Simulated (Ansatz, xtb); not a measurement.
# Relative energy of two isomers of C4H5GaN2

We compare a, `[CH3][Ga]([C]#N)[CH2]C#N`, a singlet, with b, `N#C[CH2][GaH][CH2]C#N`, a singlet. Both are isolated molecules in the gas phase, relaxed with r2SCAN-D4/def2-SVP; the shapes shown needn't be the lowest conformers.

a (Å):

```xyz
12

C    -1.8435    1.5802   -1.1895
C     0.2241   -0.5525   -2.8140
C     0.9419    0.0567    0.3097
C     0.5454    0.7854    1.4910
Ga   -0.2921    0.4203   -1.2043
N     0.5399   -1.1388   -3.7723
N     0.1695    1.4010    2.4062
H    -1.9852    2.0438   -0.2029
H    -1.7288    2.3700   -1.9491
H    -2.7450    1.0046   -1.4539
H     0.9521   -1.0305    0.5016
H     1.9662    0.3310    0.0021
```

b (Å):

```yaml
atoms:
  - { symbol: C, position_ang: [-2.1042, 0.1609, -1.4666] }
  - { symbol: C, position_ang: [-1.6487, 1.4910, -1.1420] }
  - { symbol: C, position_ang: [1.0969, -0.2735, -0.4829] }
  - { symbol: C, position_ang: [0.9447, -0.1017, 0.9426] }
  - { symbol: Ga, position_ang: [0.3431, 1.4941, -1.0181] }
  - { symbol: N, position_ang: [-2.3792, -0.9399, -1.7348] }
  - { symbol: N, position_ang: [0.7606, 0.1774, 2.0622] }
  - { symbol: H, position_ang: [-1.9960, 2.2244, -1.8879] }
  - { symbol: H, position_ang: [-2.0454, 1.8067, -0.1605] }
  - { symbol: H, position_ang: [1.2050, 2.7776, -1.1762] }
  - { symbol: H, position_ang: [2.1505, -0.4227, -0.7606] }
  - { symbol: H, position_ang: [0.4752, -1.1050, -0.8519] }
```

Problem. Estimate E(b) − E(a) at the level CCSD(T)/def2-SVP + ΔMP2/def2-TZVPP.

Solution. Calculated at CCSD(T)/def2-SVP + ΔMP2/def2-TZVPP: E(b) − E(a) = +0.663 eV, so structure a lies lower.

The same difference at several levels:

```csv
level,geometry,E(b) − E(a) (eV),departure from the last row (eV),"job, with rough time for the two"
r2SCAN-D4/def2-SVP,r2SCAN-D4/def2-SVP,+0.476,−0.186,"optimisation, 6.2 min"
HF/def2-SVP,r2SCAN-D4/def2-SVP,+0.669,+0.006,part of the CCSD(T) run
MP2/def2-SVP,r2SCAN-D4/def2-SVP,+0.632,−0.031,part of the CCSD(T) run
CCSD(T)/def2-SVP,r2SCAN-D4/def2-SVP,+0.627,−0.035,single point
CCSD(T)/def2-SVP + ΔMP2/def2-TZVPP,r2SCAN-D4/def2-SVP,+0.663,,"single point, 3.9 min"
```

As drawn, b has 1 C–C, 1 Ga–H in place of 1 C–Ga, 1 C–H.

None of the levels shown reverses the order. The largest departure from CCSD(T)/def2-SVP + ΔMP2/def2-TZVPP is that of r2SCAN-D4/def2-SVP, 0.186 eV. Levels run at GFN2-xTB geometries aren't shown. The last row adds to CCSD(T) the change of the MP2 difference between the two basis sets, here +0.035 eV.

With thermal terms from frequencies at re-optimised GFN2-xTB minima (ideal gas, soft modes damped towards free rotors, one conformer each, 298.15 K, 1 atm): on the last row, ΔE + ΔZPE = +0.611, ΔH = +0.580, ΔG = +0.664 eV.

The correlated steps freeze 15 core orbitals; the filled d shell of Ga is correlated, in a basis made for valence electrons. Codes used: Ansatz 0.2.0, xtb 6.7.1; the last row on 2 threads of Intel(R) Xeon(R) Processor @ 2.50GHz (Skylake/Cascade Lake) on a shared host.
